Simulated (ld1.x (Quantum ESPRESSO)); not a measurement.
What the settings do to the TM potential of hydrogen

Base potential:

- Element: hydrogen (H)
- Generator: ld1.x (Quantum ESPRESSO) 7.5
- Type: norm-conserving Troullier–Martins (Kleinman–Bylander form)
- Functional: PBE
- Relativity: non-relativistic
- Frozen core: none
- Valence charge: 1
- Reference configuration: 1s1
- Partial waves: 2p channel at 0.2 Ry: rc 0.75 bohr; 1s (bound): rc 0.90 bohr
- Local potential: the s channel
- Core correction: none

Cutoffs, loose and tight: the cutoffs (Ry, on a coarse ladder) from which the occupation-weighted sum of valence levels, in a spherical-Bessel basis at the reference potential, stays within 10 and 1 mRy of its value at 400 Ry. They do not see the model core or the augmentation charge, which bear on the density cutoff. Test errors are all-electron minus pseudo excitation energies from the reference, over the configurations 1s0.5. A dash means not determined; rows that change the core or the reference have their own tests.

```csv
change,outcome,"cutoff, loose","cutoff, tight",bound ghosts
base,generated,30 Ry,55 Ry,none
scalar-relativistic,generated,30 Ry,55 Ry,none
wave 2p channel at 0.2 Ry: rc 0.75 bohr becomes 2p channel at 0.2 Ry: rc 0.96 bohr,generated,30 Ry,55 Ry,none
wave 1s (bound): rc 0.90 bohr becomes 1s (bound): rc 1.16 bohr,generated,21 Ry,40 Ry,none
"type PAW; waves now 1s (bound): rcut 0.80, rcutus 0.90 bohr; 1s channel at 2.5 Ry: rcut 0.80, rcutus 0.90 bohr; 2p channel at 0.2 Ry: rcut 0.65, rcutus 0.75 bohr; local potential all-electron potential smoothed inside 0.65 bohr (lloc = -1); augmentation PSQ, inside the norm-conserving radii",generated,21 Ry,40 Ry,none
wave 2p channel at 0.2 Ry: rc 0.75 bohr becomes 2p channel at -0.16 Ry: rc 0.75 bohr,generated,30 Ry,55 Ry,none
wave 2p channel at 0.2 Ry: rc 0.75 bohr becomes 2p channel at 0.2 Ry: rc 0.56 bohr,generated,30 Ry,55 Ry,none
local potential all-electron potential smoothed inside 0.60 bohr (lloc = -1),generated,30 Ry,55 Ry,none
local potential the p channel,generated,30 Ry,55 Ry,none
```

(1) What comes out with this change to the base: all radii scaled by about 0.82 (s 0.74, p 0.62 bohr)?

(2) What comes out with this change to the base: wave 1s (bound): rc 0.90 bohr becomes 1s (bound): rc 1.22 bohr?

(3) What comes out with this change to the base: wave 1s (bound): rc 0.90 bohr becomes 1s (bound): rc 0.78 bohr?

Results:

(1) outcome: generated; cutoff, loose: 35 Ry; cutoff, tight: 70 Ry; bound ghosts: none.

(2) outcome: generated; cutoff, loose: 21 Ry; cutoff, tight: 35 Ry; bound ghosts: none.

(3) outcome: generated; cutoff, loose: 30 Ry; cutoff, tight: 70 Ry; bound ghosts: none.
